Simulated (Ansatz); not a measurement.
`C[SiH2]O[SiH3]` + CH₃OH → `CO[SiH2]O[SiH3]` + CH₄  (ligand exchange at the Si–C bond)

Program: Ansatz. Geometries: PBE0-D4/def2-TZVP. ΔE: electronic, gas phase. CBS: MP2 limit from def2 TZ/QZ plus the TZ coupled-cluster correction, frozen cores. This one scheme is used for every species. DFT in def2-TZVPP. Each species was taken in one conformer, which may not be the lowest.

Question: Is it downhill or uphill in electronic energy at CCSD(T)/CBS, and by how much? (Estimate.)

Answer: The calculation gave: Downhill: ΔE = -27.2 kcal/mol.

Question: What do these levels give: LDA (SPW92), ωB97M-V, r2SCAN0, MP2/def2-SVP, CCSD/def2-SVP, SCS-MP2/def2-QZVPP? (Estimate.)

Answer: Ansatz gave: LDA (SPW92) -25.4, ωB97M-V -27.1, r2SCAN0 -27.0, MP2/def2-SVP -27.4, CCSD/def2-SVP -26.8, SCS-MP2/def2-QZVPP -28.2 kcal/mol.

Largest T1 diagnostic among the species: 0.011.

From BLYP to BHLYP (50 % exact exchange), in def2-TZVPP and without D4, ΔE moves by −1.5 kcal/mol. The D4 term adds −0.8 kcal/mol with B3LYP and −0.5 kcal/mol with PBE0; it sums over pairs of atoms, weighted by their polarisabilities, and B3LYP, whose exchange is more repulsive, gets the larger term.

B3LYP here is the variant with VWN-RPA as its local correlation; programs differ in this.
